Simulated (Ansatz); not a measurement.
Geometry optimisation, RKS PBE0-D4/def2-SVP in Ansatz 0.2.0.

The input (input.yaml):

```yaml
crystal:
  periodic: [false, false, false]
  atoms:
    - { symbol: "N", position_ang: [-0.5316, 0.6487, -0.6388] }
    - { symbol: C, position_ang: [0.3694, 0.3113, 0.3823] }
    - { symbol: Te, position_ang: [-0.4778, -1.2642, 1.5684] }
    - { symbol: H, position_ang: [-0.6008, -0.1014, -1.3139] }
    - { symbol: H, position_ang: [-0.1573, 1.4723, -1.2148] }
    - { symbol: H, position_ang: [0.5774, 1.202, 1.0386] }
    - { symbol: H, position_ang: [1.3529, -0.0254, -0.0725] }
    - { symbol: H, position_ang: [-0.4399, -2.3004, 0.1949] }
basis:
  gaussian: { orbitals: def2-SVP }
hamiltonian:
  xc: pbe0
  dispersion: d4
relax:
  f_tol: 0.015
  max_steps: 40
```

Launched with:

```bash
$ ansatz run input.yaml --threads 1 --pin off --max-ram 2048MiB --backend cpu --events-out ev --progress --plain --runs-dir out
```

Q: Where does it end, and by what steps?

A: The run converged. After 23 steps the energy has fallen by 0.270 eV; H8 moved furthest, 1.35 Å.

```tsv
step	energy less start (eV)	largest force component (eV/Å)	accepted
0	0.0000	2.392	yes
1	-0.1641	0.929	yes
2	-0.2193	0.417	yes
3	-0.2306	0.187	yes
4	-0.2378	0.168	yes
5	-0.2396	0.114	yes
6	-0.2431	0.096	yes
7	-0.2465	0.133	yes
8	-0.2187	0.408	no
9	-0.2478	0.062	yes
10	-0.2496	0.038	yes
11	-0.2484	0.278	no
12	-0.2499	0.122	yes
13	-0.2531	0.055	yes
14	-0.2547	0.176	yes
15	-0.2566	0.154	yes
16	-0.2637	0.120	yes
17	-0.2637	0.098	yes
18	-0.2692	0.031	yes
19	-0.2694	0.093	yes
20	-0.2689	0.174	no
21	-0.2699	0.020	yes
22	-0.2700	0.020	yes
23	-0.2700	0.004	yes
```

```xyz
8
Properties=species:S:1:pos:R:3
N -0.545 0.925 -0.716
C 0.300 0.161 0.149
Te -0.936 -1.362 1.123
H -0.772 0.420 -1.570
H -0.122 1.815 -0.968
H 0.699 0.805 0.945
H 1.143 -0.382 -0.315
H 0.324 -2.440 1.297
```

Whether the end is a true minimum wasn't checked by a vibrational analysis.

Time of the run: 83 s on 1 thread of Arm Neoverse V2, on a shared host, peak memory 0.17 GiB.
